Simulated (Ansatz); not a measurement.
`c1ccc2cc3ccccc4cc(c1)c2c43` with charge -1. Total charge -1; doublet. Geometry PBE-D4/def2-SVP, that of the neutral singlet; atoms count from 1.

```xyz
26

C    -0.519   -3.125    1.799
C    -1.181   -3.401    0.562
C    -1.377   -2.644   -0.602
C    -0.908   -1.325   -0.792
C    -1.018   -0.423   -1.901
C    -0.354    0.802   -1.562
C    -0.167    2.002   -2.283
C     0.520    3.125   -1.800
C     1.182    3.400   -0.563
C     1.378    2.644    0.602
C     0.906    1.326    0.793
C     1.017    0.423    1.902
C     0.352   -0.801    1.563
C     0.166   -2.002    2.284
C    -0.164   -0.625    0.227
C     0.161    0.626   -0.226
H    -0.561   -3.970    2.507
H    -1.621   -4.412    0.525
H    -1.939   -3.124   -1.420
H    -1.526   -0.634   -2.852
H    -0.585    2.073   -3.301
H     0.563    3.969   -2.508
H     1.624    4.410   -0.526
H     1.941    3.123    1.419
H     1.526    0.635    2.852
H     0.585   -2.074    3.301
```

The highest occupied level of the charge -1 doublet lies above zero (up to 0.64 eV). By energy differences its removal costs 0.80 eV (vertical, to the charge 0 singlet, at PBE0-D4/def2-SVP); self-interaction error and the lack of diffuse functions both raise the level.

Question: Estimate the Mulliken populations from the PBE0/def2-SVP orbitals of Ansatz.

Answer: 
```json
{"atom": "C1", "charge (e)": "-0.05", "spin (α − β)": "0.04"}
{"atom": "C2", "charge (e)": "-0.05", "spin (α − β)": "0.04"}
{"atom": "C3", "charge (e)": "-0.08", "spin (α − β)": "0.21"}
{"atom": "C4", "charge (e)": "0.06", "spin (α − β)": "-0.08"}
{"atom": "C5", "charge (e)": "-0.13", "spin (α − β)": "0.23"}
{"atom": "C6", "charge (e)": "0.06", "spin (α − β)": "-0.08"}
{"atom": "C7", "charge (e)": "-0.08", "spin (α − β)": "0.21"}
{"atom": "C8", "charge (e)": "-0.05", "spin (α − β)": "0.04"}
{"atom": "C9", "charge (e)": "-0.05", "spin (α − β)": "0.04"}
{"atom": "C10", "charge (e)": "-0.08", "spin (α − β)": "0.21"}
{"atom": "C11", "charge (e)": "0.06", "spin (α − β)": "-0.08"}
{"atom": "C12", "charge (e)": "-0.13", "spin (α − β)": "0.23"}
{"atom": "C13", "charge (e)": "0.06", "spin (α − β)": "-0.08"}
{"atom": "C14", "charge (e)": "-0.08", "spin (α − β)": "0.21"}
{"atom": "C15", "charge (e)": "-0.07", "spin (α − β)": "-0.02"}
{"atom": "C16", "charge (e)": "-0.07", "spin (α − β)": "-0.02"}
{"atom": "H17", "charge (e)": "-0.02", "spin (α − β)": "0.00"}
{"atom": "H18", "charge (e)": "-0.02", "spin (α − β)": "0.00"}
{"atom": "H19", "charge (e)": "-0.04", "spin (α − β)": "-0.01"}
{"atom": "H20", "charge (e)": "-0.06", "spin (α − β)": "-0.01"}
{"atom": "H21", "charge (e)": "-0.04", "spin (α − β)": "-0.01"}
{"atom": "H22", "charge (e)": "-0.02", "spin (α − β)": "0.00"}
{"atom": "H23", "charge (e)": "-0.02", "spin (α − β)": "0.00"}
{"atom": "H24", "charge (e)": "-0.04", "spin (α − β)": "-0.01"}
{"atom": "H25", "charge (e)": "-0.06", "spin (α − β)": "-0.01"}
{"atom": "H26", "charge (e)": "-0.04", "spin (α − β)": "-0.01"}
```
Mulliken values and Mayer orders depend strongly on the basis.

Question: Where does the spin sit?

Answer: Summed by element: C 1.08, H -0.08, of 1 unpaired in all. Largest on single atoms: C12 0.23, C5 0.23, C7 0.21.

Question: And the Mayer bond orders between bonded heavy atoms (over 0.3)?

Answer: C1–C2 1.43 (1.43 Å); C1–C14 1.35 (1.40 Å); C2–C3 1.35 (1.40 Å); C3–C4 1.32 (1.41 Å); C4–C5 1.26 (1.43 Å); C4–C15 1.11 (1.44 Å); C5–C6 1.26 (1.43 Å); C6–C7 1.32 (1.41 Å); C6–C16 1.11 (1.44 Å); C7–C8 1.35 (1.40 Å); C8–C9 1.43 (1.43 Å); C9–C10 1.35 (1.40 Å); C10–C11 1.32 (1.41 Å); C11–C12 1.26 (1.43 Å); C11–C16 1.11 (1.44 Å); C12–C13 1.26 (1.43 Å); C13–C14 1.32 (1.41 Å); C13–C15 1.11 (1.44 Å); C15–C16 1.54 (1.37 Å).
